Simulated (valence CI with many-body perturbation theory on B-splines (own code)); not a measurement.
E1 line list for Ir62+

Computed by valence CI with perturbative core correlation (CI+MBPT): five valence electrons over a frozen Dirac-Fock core [Ne], a basis of 9 s, 9 p, 8 d, 6 f, 3 g, 1 h functions for each j, with the one-electron correlation potential Σ1, the two-electron term Σ2, the three-electron term Σ3, Breit, model QED; selected CI, second order for the rest (own B-spline code, finite nucleus).

No measured spectrum was set against this ion. As an estimate, large intervals hold to a few tenths of a per cent, small ones and those within an open d or f shell to about a per cent. Among the levels kept, up to 640 cm⁻¹ of a level comes from second order outside the variational space, and about a tenth of that is noise between levels of different J, which matters for small intervals.

Lines 1 to 50 of 212 in falling wavelength, among levels below 78.139 Ry, chosen from the strongest by gf and those to the six lowest levels. Wavelengths and rates use the calculated energies. Electric multipoles are in the length gauge, E1 and E2 with the static RPA response of the core. Weak lines are less certain than strong ones. Lines between different terms over intervals too small for the method are left out, as are lines whose strength nearly cancels. The highest levels of a list are the least certain.

Levels are named by their leading jj configuration (3d3/2^4 stands for four electrons in 3d with j = 3/2), which in mixed levels can hold well under half, so a name can repeat and another be missing. Letters in brackets count levels of one name in rising energy.

| λ vac (nm) | Upper | Lower | A (s⁻¹) | S (a.u.) with core polarisation | S without |
| --- | --- | --- | --- | --- | --- |
| 20.05 | (3s^2 3p1/2 3p3/2^2) J=3/2 | (3s^2 3p1/2^2 3d5/2) J=5/2 | 8.40e+05 | 1.34e-05 | 1.36e-05 |
| 16.72 | (3s^2 3p1/2 3p3/2^2) J=5/2 | (3s^2 3p1/2^2 3d5/2) J=5/2 | 3.18e+06 | 4.41e-05 | 4.48e-05 |
| 9.692 | (3s 3p1/2^2 3p3/2 3d3/2) J=5/2 [a] | (3s^2 3p1/2 3p3/2 3d3/2) J=3/2 [b] | 2.16e+09 | 5.83e-03 | 5.92e-03 |
| 8.175 | (3s 3p1/2^2 3p3/2 3d3/2) J=7/2 | (3s^2 3p1/2 3p3/2 3d3/2) J=5/2 [b] | 8.99e+09 | 1.94e-02 | 1.97e-02 |
| 7.800 | (3s 3p1/2^2 3p3/2 3d3/2) J=3/2 [b] | (3s^2 3p1/2 3p3/2 3d3/2) J=3/2 [b] | 5.74e+09 | 5.38e-03 | 5.46e-03 |
| 7.745 | (3s 3p1/2^2 3p3/2 3d3/2) J=3/2 [b] | (3s^2 3p1/2 3p3/2 3d3/2) J=1/2 [b] | 3.15e+09 | 2.89e-03 | 2.93e-03 |
| 7.322 | (3s 3p1/2^2 3p3/2 3d3/2) J=5/2 [b] | (3s^2 3p1/2 3p3/2 3d3/2) J=3/2 [b] | 1.24e+09 | 1.45e-03 | 1.47e-03 |
| 7.253 | (3s 3p1/2^2 3p3/2 3d5/2) J=7/2 [a] | (3s^2 3p1/2 3p3/2 3d5/2) J=7/2 [b] | 8.02e+09 | 1.21e-02 | 1.23e-02 |
| 7.234 | (3s 3p1/2^2 3p3/2 3d5/2) J=9/2 | (3s^2 3p1/2 3p3/2 3d5/2) J=9/2 | 1.25e+10 | 2.33e-02 | 2.36e-02 |
| 7.220 | (3s 3p1/2^2 3p3/2 3d3/2) J=5/2 [a] | (3s^2 3p1/2 3p3/2 3d3/2) J=7/2 | 2.88e+09 | 3.21e-03 | 3.26e-03 |
| 7.176 | (3s 3p1/2^2 3p3/2 3d5/2) J=7/2 [a] | (3s^2 3p1/2 3p3/2 3d5/2) J=5/2 [b] | 1.19e+10 | 1.74e-02 | 1.76e-02 |
| 7.137 | (3s 3p1/2^2 3p3/2^2) J=5/2 | (3s^2 3p1/2 3p3/2^2) J=5/2 | 1.12e+10 | 1.21e-02 | 1.23e-02 |
| 7.135 | (3s^2 3p1/2 3p3/2^2) J=3/2 | (3s^2 3p1/2^2 3d3/2) J=3/2 | 9.15e+04 | 6.56e-08 | 6.82e-08 |
| 7.113 | (3s 3p1/2^2 3p3/2 3d3/2) J=1/2 [b] | (3s^2 3p1/2 3p3/2 3d3/2) J=3/2 [b] | 3.96e+09 | 1.41e-03 | 1.43e-03 |
| 7.068 | (3s 3p1/2^2 3p3/2 3d3/2) J=1/2 [b] | (3s^2 3p1/2 3p3/2 3d3/2) J=1/2 [b] | 1.28e+10 | 4.46e-03 | 4.53e-03 |
| 6.998 | (3s 3p1/2 3p3/2^3) J=5/2 | (3s 3p1/2^2 3p3/2 3d3/2) J=3/2 [b] | 2.09e+09 | 2.12e-03 | 2.15e-03 |
| 6.864 | (3s 3p1/2^2 3p3/2 3d3/2) J=5/2 [a] | (3s^2 3p1/2 3p3/2 3d3/2) J=3/2 [a] | 2.81e+09 | 2.69e-03 | 2.73e-03 |
| 6.825 | (3s 3p1/2^2 3p3/2 3d3/2) J=5/2 [b] | (3s^2 3p1/2 3p3/2 3d3/2) J=5/2 [b] | 6.62e+09 | 6.23e-03 | 6.32e-03 |
| 6.782 | (3s 3p1/2^2 3p3/2 3d3/2) J=3/2 [a] | (3s^2 3p1/2 3p3/2 3d3/2) J=3/2 [a] | 1.03e+10 | 6.35e-03 | 6.44e-03 |
| 6.770 | (3s 3p1/2^2 3p3/2 3d3/2) J=7/2 | (3s^2 3p1/2 3p3/2 3d3/2) J=7/2 | 1.69e+10 | 2.07e-02 | 2.10e-02 |
| 6.766 | (3s 3p1/2^2 3p3/2 3d3/2) J=3/2 [a] | (3s^2 3p1/2 3p3/2 3d3/2) J=1/2 [a] | 3.45e+09 | 2.11e-03 | 2.14e-03 |
| 6.715 | (3s 3p1/2^2 3p3/2 3d3/2) J=5/2 [a] | (3s^2 3p1/2 3p3/2 3d3/2) J=5/2 [a] | 1.68e+10 | 1.51e-02 | 1.53e-02 |
| 6.705 | (3s 3p1/2^2 3p3/2 3d5/2) J=9/2 | (3s^2 3p1/2 3p3/2 3d5/2) J=7/2 [a] | 2.97e+10 | 4.42e-02 | 4.49e-02 |
| 6.691 | (3s 3p1/2^2 3p3/2 3d3/2) J=1/2 [a] | (3s^2 3p1/2 3p3/2 3d3/2) J=3/2 [a] | 1.19e+10 | 3.53e-03 | 3.58e-03 |
| 6.681 | (3s 3p1/2^2 3p3/2 3d5/2) J=5/2 [a] | (3s^2 3p1/2 3p3/2 3d5/2) J=5/2 [a] | 1.85e+10 | 1.64e-02 | 1.66e-02 |
| 6.675 | (3s 3p1/2^2 3p3/2 3d3/2) J=1/2 [a] | (3s^2 3p1/2 3p3/2 3d3/2) J=1/2 [a] | 1.91e+10 | 5.62e-03 | 5.71e-03 |
| 6.666 | (3s 3p1/2^2 3p3/2^2) J=5/2 | (3s^2 3p1/2 3p3/2^2) J=3/2 | 1.79e+10 | 1.57e-02 | 1.59e-02 |
| 6.664 | (3s^2 3p1/2 3p3/2^2) J=5/2 | (3s^2 3p1/2^2 3d3/2) J=3/2 | 1.54e+08 | 1.35e-04 | 1.37e-04 |
| 6.658 | (3s 3p1/2 3p3/2^3) J=5/2 | (3s^2 3p3/2^3) J=3/2 | 1.72e+10 | 1.50e-02 | 1.53e-02 |
| 6.636 | (3s 3p1/2^2 3p3/2 3d3/2) J=3/2 [a] | (3s^2 3p1/2 3p3/2 3d3/2) J=5/2 [a] | 1.45e+10 | 8.36e-03 | 8.49e-03 |
| 6.587 | (3s 3p1/2^2 3p3/2^2) J=3/2 | (3s^2 3p1/2 3p3/2^2) J=1/2 | 4.14e+05 | 2.34e-07 | 2.40e-07 |
| 6.570 | (3s 3p1/2^2 3p3/2 3d5/2) J=7/2 [b] | (3s^2 3p1/2 3p3/2 3d5/2) J=7/2 [b] | 5.48e+09 | 6.13e-03 | 6.23e-03 |
| 6.567 | (3s^2 3p1/2 3d3/2^2) J=3/2 | (3s^2 3p1/2 3p3/2 3d5/2) J=5/2 [a] | 4.96e+09 | 2.77e-03 | 2.81e-03 |
| 6.553 | (3s 3p1/2^2 3p3/2 3d5/2) J=5/2 [a] | (3s^2 3p1/2 3p3/2 3d5/2) J=3/2 [a] | 2.64e+10 | 2.20e-02 | 2.23e-02 |
| 6.546 | (3s 3p1/2^2 3p3/2 3d5/2) J=1/2 | (3s^2 3p1/2 3p3/2 3d5/2) J=3/2 [b] | 3.42e+10 | 9.47e-03 | 9.61e-03 |
| 6.507 | (3s 3p1/2^2 3p3/2 3d5/2) J=7/2 [b] | (3s^2 3p1/2 3p3/2 3d5/2) J=5/2 [b] | 1.13e+10 | 1.23e-02 | 1.25e-02 |
| 6.497 | (3s 3p1/2^2 3p3/2^2) J=1/2 | (3s^2 3p1/2 3p3/2^2) J=1/2 | 3.86e+10 | 1.05e-02 | 1.06e-02 |
| 6.438 | (3s 3p1/2^2 3p3/2 3d5/2) J=3/2 [b] | (3s^2 3p1/2 3p3/2 3d5/2) J=1/2 | 2.45e+10 | 1.29e-02 | 1.31e-02 |
| 6.325 | (3s 3p1/2^2 3p3/2 3d3/2) J=7/2 | (3s^2 3p1/2 3p3/2 3d3/2) J=5/2 [a] | 4.28e+09 | 4.28e-03 | 4.34e-03 |
| 6.308 | (3s 3p1/2^2 3p3/2 3d5/2) J=3/2 [b] | (3s^2 3p1/2 3p3/2 3d5/2) J=3/2 [b] | 3.10e+10 | 1.53e-02 | 1.56e-02 |
| 6.297 | (3s 3p1/2^2 3p3/2 3d5/2) J=7/2 [a] | (3s^2 3p1/2 3p3/2 3d5/2) J=9/2 | 9.73e+09 | 9.59e-03 | 9.74e-03 |
| 6.258 | (3s 3p1/2^2 3p3/2 3d5/2) J=3/2 [a] | (3s^2 3p1/2 3p3/2 3d5/2) J=5/2 [a] | 2.68e+10 | 1.30e-02 | 1.32e-02 |
| 6.185 | (3s^2 3p1/2 3d3/2^2) J=5/2 | (3s^2 3p1/2 3p3/2 3d3/2) J=3/2 [b] | 3.49e+09 | 2.44e-03 | 2.48e-03 |
| 6.146 | (3s 3p1/2^2 3p3/2 3d5/2) J=3/2 [a] | (3s^2 3p1/2 3p3/2 3d5/2) J=3/2 [a] | 7.55e+09 | 3.46e-03 | 3.51e-03 |
| 6.130 | (3s^2 3p1/2 3p3/2^2) J=1/2 | (3s^2 3p1/2^2 3d3/2) J=3/2 | 2.61e+06 | 5.94e-07 | 6.07e-07 |
| 6.095 | (3s 3p1/2^2 3p3/2 3d5/2) J=5/2 [b] | (3s^2 3p1/2 3p3/2 3d5/2) J=7/2 [b] | 4.16e+10 | 2.79e-02 | 2.83e-02 |
| 6.064 | (3s 3p1/2^2 3p3/2^2) J=3/2 | (3s^2 3p1/2 3p3/2^2) J=5/2 | 3.77e+10 | 1.66e-02 | 1.69e-02 |
| 6.040 | (3s 3p1/2^2 3p3/2 3d5/2) J=5/2 [b] | (3s^2 3p1/2 3p3/2 3d5/2) J=5/2 [b] | 1.80e+10 | 1.17e-02 | 1.19e-02 |
| 6.009 | (3s 3p1/2^2 3p3/2 3d3/2) J=3/2 [a] | (3s 3p1/2^2 3p3/2^2) J=1/2 | 4.09e+09 | 1.75e-03 | 1.77e-03 |
| 5.997 | (3s 3p1/2^2 3p3/2 3d3/2) J=5/2 [a] | (3s 3p1/2^2 3p3/2^2) J=3/2 | 1.10e+10 | 7.04e-03 | 7.15e-03 |
